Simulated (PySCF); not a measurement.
**Polarisability and C₆ of Ti+ (titanium, charge +1)**

[Ar] 3d2 4s1, high-spin 4F determinant. Computed with PySCF 2.14 in x2c-TZVPPall with one added diffuse shell each of s, p, d, f type (7s6p5d3f1g, 80 functions), with scalar relativity by spin-free X2C-1e. Coupled (time-dependent) response in atomic units; α is the mean over directions.

| method | mean α (bohr³) | C₆ (like pair) | S(−4) |
| --- | --- | --- | --- |
| wB97X | 54.06 | 352.9 | 2577 |
| TPSS | 52.24 | 343.0 | 2302 |

S(−4) is the Cauchy moment in α(ω) = α(0) + S(−4) ω² + …

α(iu) at wB97X:

| u (hartree) | α(iu) (bohr³) |
| --- | --- |
| 0 | 54.06 |
| 0.0500 | 48.37 |
| 0.100 | 37.17 |
| 0.200 | 20.56 |
| 0.300 | 12.81 |
| 0.500 | 6.875 |
| 0.750 | 4.304 |
| 1.00 | 3.112 |
| 1.50 | 1.931 |
| 2.00 | 1.330 |
| 3.00 | 0.7398 |
| 5.00 | 0.3214 |

For an ion, C₆ is the dispersion term alone; charge-induced terms of lower order in 1/R come first.
